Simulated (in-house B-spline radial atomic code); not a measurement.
# RPA and G0W0 on LDA VWN5: the calcium ion Ca⁸⁺

Configuration [Ne] 3s2, mean-field start LDA VWN5. Computed with a B-spline radial code for spherical atoms: all electrons, scalar-relativistic (spin-free one-electron X2C), finite nucleus, each spin shell either full or empty, empty states to l = 9 with an (l + 1/2)⁻⁴ tail; G0W0 by contour deformation at full frequency.

Command:
```bash
python run_gw.py task.json out
```
Settings (radii: box in bohr, nucleus in fm):
```
Z                        20
electrons                12
configuration            [Ne] 3s2
hamiltonian              x2c
method                   lda,vwn
lmax                     9
rms_radius               3.4776
spin_polarised           False
box_radius               7.7
intervals                67
ion_configuration        [Ne] 3s1
```

Time taken, with all properties: 2.6 s on 1 thread of Intel(R) Xeon(R) Platinum 8488C, with other jobs on the host.

Energies (hartree):

```tsv
term	value
mean-field total	-656.40786
Hartree-Fock functional on these orbitals	-657.76040
direct second order	-0.91262
second-order exchange	0.33801
SOSEX correction	0.29999
```

Problem. What is the RPA correlation energy, and what remains with SOSEX?

Solution. RPA gives -0.80606 hartree (-1.83 eV per electron); RPA + SOSEX gives -0.50607, and the second-order doubles -0.57461 hartree (no singles). SOSEX takes back 37 % of the RPA value.

Quasi-particle levels (eV):

| level | occupied | mean field | Σx - vxc | Σc | QP weight | G0W0 |
| --- | --- | --- | --- | --- | --- | --- |
| 3s | yes | -178.79 | -7.73 | ? | ? | ? |
| 2p | yes | -497.98 | -35.27 | 4.45 | 0.958 | -528.79 |
| 3p | no | -157.69 | 11.85 | -2.40 | 0.952 | -148.25 |

G0W0 = mean field + (Σx - vxc) + Σc, with Σc (partial-wave tail included) taken at the quasi-particle energy. Levels of low weight are left out.

Problem. Where does G0W0 put 3s?

Solution. At -189.42 eV, with Σc = -2.90 eV and a quasi-particle weight of 0.963. The tabulated removal energy is 188.54 ± 0.06 eV (NIST, semi-empirical); the calculation leaves out spin-orbit coupling, Breit and QED terms, and what these don't explain is the method's own error.

Problem. What does it cost to remove one electron (to [Ne] 3s1) by differences of total energies, each species on its own start (correlation terms add to the Hartree-Fock functional)?

Solution. LDA VWN5 188.57 eV, Hartree-Fock functional 186.23 eV, + RPA 189.30 eV, + RPA + SOSEX 188.47 eV, + second order 189.39 eV. Tabulated: 188.54 ± 0.06 eV (NIST, semi-empirical); the calculation leaves out spin-orbit coupling, Breit and QED terms, and what these don't explain is the method's own error.
